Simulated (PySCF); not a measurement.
An unknown shows these calculated signals:

¹H NMR (300 MHz, computed): δ 6.92 (m, 1H), 6.80 (d, 1H), 6.44 (m, 1H), 6.11 (d, 1H), 2.84 (br s, 1H), 2.84 (s, 3H), 1.99 (s, 3H).

¹³C{¹H} NMR (computed): δ 138.1 (C), 122.6 (CH), 121.1 (CH), 112.6 (C), 110.3 (CH), 100.6 (CH), 31.1 (CH3), 19.1 (CH3).

Theoretical values (PySCF 2.14): geometry from PBE0-D3(BJ)/def2-SVP, NMR shieldings at KT3/pcSseg-1/GIAO. Averaged over atoms made equivalent by symmetry, fast rotation or ring inversion, non-relativistic Hamiltonian, isolated molecule, one conformer.

Chemical shifts δ = σref − σ; TMS for ¹H and ¹³C, all at this level.

Which of these does the molecule contain: a benzene ring, an N-methyl group, an aldehyde, a Si–H bond, an NH or NH2 group, an amide?

## Answers


- A benzene ring: yes.
- An N-methyl group: yes (δC 31.1; δH 2.84 (s)).
- An aldehyde: no.
- A Si–H bond: no.
- An NH or NH2 group: yes (δH 2.84 (br s)).
- An amide: no.

The data belong to `C1(C)=CC=CC=C1NC`, C$_{8}$H$_{11}$N; they needn't prove each group on their own.

Carbon signals by region: 6 in the sp2 and nitrile region (100–160 ppm), 2 below 50 ppm.

Exchangeable OH/NH protons stand at their gas-phase positions; hydrogen bonding in a real sample shifts them, mostly to higher δ. Shifts are as computed, not scaled to solution data. Of 1211 compounds with measured shifts, 218 miss one by over three times the rms of a fit or turn the order of signals round; such compounds aren't used in these exercises. No couplings were computed; multiplicities are counted from neighbouring protons, with m where these are inequivalent, close in shift, in a saturated or five-membered ring or joined by F or P, and br s for small geminal =CH2 splittings.
